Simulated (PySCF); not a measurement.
Match the calculated data to a structure.

All candidates are C9H7N.

| technique | computed result |
| --- | --- |
| Dipole | 2.07 D [PBE0/pcSseg-1] |
| Rotational structure | rotational constants A, B, C: 3.197, 1.287, 0.918 GHz [GFN2-xTB] |
| NMR, other nuclei | isotropic shieldings of nuclei other than C and H, by class: -91 (1 N) ppm [GIAO PBE0/pcSseg-1] |
| 1H NMR | chemical shifts (computed TMS as zero) by class: 9.28 (1 H), 8.65 (1 H), 8.42 (1 H), 8.15 (1 H), 8.13 (1 H), 7.93 (1 H), 7.59 (1 H) ppm [GIAO PBE0/pcSseg-1] |
| 13C NMR | chemical shifts (computed TMS as zero) by class: 155.1 (1 C), 152.6 (1 C), 142.0 (1 C), 138.3 (1 C), 135.1 (1 C), 133.6 (1 C), 132.1 (1 C), 132.0 (1 C), 125.8 (1 C) ppm [GIAO PBE0/pcSseg-1] |

Electronic properties: PySCF, gas phase, density fitting. Levels stand in brackets. Geometry: GFN2-xTB; no solvent, vibrations or thermal averaging. NMR values are class means; diastereotopic atoms form classes of their own.

Question: Which candidate is it?
A. `C=C=CC#Cn1cccc1`
B. `N#C/C=C/c1ccccc1`
C. `C=Cc1ccc(C#N)cc1`
D. `c1ccc2ncccc2c1`

Answer: D. It is `c1ccc2ncccc2c1`. Numbering: `[cH:1]1[cH:2][cH:3][c:4]2[n:5][cH:6][cH:7][cH:8][c:9]2[cH:10]1`. Its formula, C9H7N, gives 7 degrees of unsaturation: 2 rings and 5 π bonds in the structure found (Kekulé form). 9 carbons fall into 9 classes; from least to most shielded: aromatic CH next to a ring nitrogen [C6] (155.1 ppm), ring-fusion aromatic carbon [C4] (152.6 ppm), aromatic CH carbon [C8] (142.0 ppm), aromatic CH carbon [C3] (138.3 ppm), aromatic CH carbon [C2] (135.1 ppm), aromatic CH carbon [C10] (133.6 ppm), aromatic CH carbon [C1] (132.1 ppm), ring-fusion aromatic carbon [C9] (132.0 ppm), aromatic CH carbon [C7] (125.8 ppm). Hydrogen classes from least to most shielded: 1 H on an aromatic CH next to a ring nitrogen, C6 (9.28 ppm), 1 H on an aromatic CH carbon, C3 (8.65 ppm), 1 H on an aromatic CH carbon, C8 (8.42 ppm), 1 H on an aromatic CH carbon, C10 (8.15 ppm), 1 H on an aromatic CH carbon, C2 (8.13 ppm), 1 H on an aromatic CH carbon, C1 (7.93 ppm), 1 H on an aromatic CH carbon, C7 (7.59 ppm). The other shieldings belong to: -91 ppm, pyridine-type nitrogen [N5]. The optimised geometry has point group Cs and is an asymmetric top.

The others, at the same levels:
- `C=Cc1ccc(C#N)cc1` fails: it has 7 carbon classes against 9; its computed 13C shifts are 145.2 (1 C), 143.6 (1 C), 140.2 (2 C), 132.0 (2 C), 124.5 (1 C), 123.5 (1 C), 116.5 (1 C) ppm, 1H shifts are 7.93 (2 H), 7.79 (2 H), 6.89 (1 H), 6.44 (1 H), 5.87 (1 H) ppm and rotational constant A is 5.045 GHz (against 3.197 GHz).
- `C=C=CC#Cn1cccc1` fails: it has 7 carbon classes against 9; its computed 13C shifts are 230.9 (1 C), 127.7 (2 C), 117.2 (2 C), 95.5 (1 C), 82.1 (1 C), 79.6 (1 C), 65.7 (1 C) ppm, 1H shifts are 6.89 (2 H), 6.45 (2 H), 5.79 (1 H), 5.37 (2 H) ppm and rotational constant A is 5.647 GHz (against 3.197 GHz).
- `N#C/C=C/c1ccccc1` fails: it has 7 carbon classes against 9; its computed 13C shifts are 159.1 (1 C), 138.8 (1 C), 137.7 (1 C), 134.9 (2 C), 133.6 (2 C), 123.8 (1 C), 100.6 (1 C) ppm, 1H shifts are 7.79 (2 H), 7.75 (2 H), 7.73 (1 H), 7.46 (1 H), 6.09 (1 H) ppm and rotational constant A is 5.178 GHz (against 3.197 GHz).

Each candidate is one conformer, not necessarily the lowest. The conformers computed, where there is a choice (atom-mapped SMILES and torsion angles):
- `[CH2:1]=[CH:2][c:3]1[cH:4][cH:5][c:6]([C:7]#[N:8])[cH:9][cH:10]1`: C1–C2–C3–C4 174°
- `[N:1]#[C:2]/[CH:3]=[CH:4]/[c:5]1[cH:6][cH:7][cH:8][cH:9][cH:10]1`: C3–C4–C5–C6 0°
